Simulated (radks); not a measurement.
The mean radii <r> (bohr) of the occupied orbitals of an atom or ion are listed with their occupations. Calculated with a radial shooting solver on a logarithmic mesh with Libxc functionals: Dirac Kohn-Sham, PBEsol, spin-unpolarised, spherical densities, finite nucleus; Fermi nuclear charge, rms radius of each element as measured or else 0.836 A^(1/3) + 0.57 fm.

orbital  occ.      <r>
1s1/2       2  0.01867
2s1/2       2  0.07832
2p1/2       2  0.06485
2p3/2       4  0.07266
3s1/2       2   0.2021
3p1/2       2   0.1919
3p3/2       4   0.2057
3d3/2       4   0.1796
3d5/2       6   0.1839
4s1/2       2   0.4121
4p1/2       2   0.4093
4p3/2       4   0.4300

Name the element and its charge. Open shells, if any, fill j = l - 1/2 first.

Answer. Z = 73, tantalum, charge +37: Ta37+ in [Kr]. The 1s radius gives Z: for a bare nucleus <r> = (2 gamma + 1)/(2Z) with gamma = sqrt(1 - (Z/c)^2), 0.01844 bohr for Z = 73, and screening makes it slightly larger (0.01867 here). The occupations add up to 36, and the charge is Z minus that.
